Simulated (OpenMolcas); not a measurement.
Au3+ (d8) on a cation site of an ionic host was computed by CASSCF with the d shell active (OpenMolcas, ANO-RCC-VTZP on the metal). Its lowest spin-free states, and all those of the highest spin:

```
2S+1  Degeneracy  E (cm-1)
   3           1       0.0
   1           2     11976
   3           3     17708
   1           1     21670
   3           3     25315
   1           3     29014
   1           3     32834
   3           3     39591
   1           3     49411
   1           2     49505
   1           1     67938
```

Question: Is the site octahedral, tetrahedral or cube-like, axial, or of lower symmetry?

Answer: The states with 2S+1 = 3 have orbital degeneracies 1, 3, 3, 3. Threefold states need a cubic site. For d8 at this spin an octahedron puts the single A2 below the threefold T2 and a tetrahedron or cube puts the threefold T1 below the threefold T2, so the site is octahedral. The first gap at this spin, 17700 cm-1, is |10Dq| in ligand-field theory. The run had Au3+ with its 6 nearest fluoride ions at 2.157 Å, on the Cd site of idealised cubic KCdF3 (a = 4.302 Å, distance in the model lattice 2.151 Å). The rest of the host is ab initio model potentials to 7.6 Å, with orthogonalisation functions on the cations behind the ligands, and point charges beyond; the distance is set by hand and nothing relaxes, and no local charge compensation is placed. Ligand basis ANO-RCC-VDZP.

Without dynamic correlation the repulsion within the d shell is too large (B by tens of per cent), so at a given field states of lower spin stand too high. Real 4d8 and 5d8 ions are as a rule square planar and diamagnetic. The least metal-like active orbital is 78 % on the metal (Löwdin) and no ligand orbital is active, so the numbers are rough. With metal d orbitals alone the field can be off either way by tens of per cent. Ligand-to-metal charge-transfer states are missing. With no ligand orbital active B as a rule stays too high, so bands that hang on it stand too high and its fall with covalency is understated. No measured value stands beside these numbers; the geometry was set by hand and not optimised.
